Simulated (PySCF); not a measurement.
B3LYP has the VWN-RPA correlation part, as in Gaussian. 

## C3H4Si, SMILES `[SiH2]=C1C=C1` (charge 0, multiplicity 1)

All values below come from B3LYP-D3(BJ)/def2-TZVP (PySCF).

The HOMO is -5.14 eV, the dipole moment is 3.86 D and the HOMO–LUMO gap is 3.79 eV. The LUMO comes out as -1.35 eV and the total energy is -406.1460 Ha. The cost is around 30 core-seconds (rough).

Bond lengths (Å): Si1–C2 1.781, Si1–H5 1.487, Si1–H6 1.487, C2–C3 1.429, C2–C4 1.429, C3–C4 1.311, C3–H7 1.076, C4–H8 1.076. Bond angles (°): C2–Si1–H5 106.9, C2–Si1–H6 106.9, H5–Si1–H6 109.9, Si1–C2–C3 150.0, Si1–C2–C4 150.0, C3–C2–C4 54.6, C2–C3–C4 62.7, C2–C3–H7 147.5, C4–C3–H7 149.8, C2–C4–C3 62.7, C2–C4–H8 147.5, C3–C4–H8 149.8.
Charge 0, spin multiplicity 1.
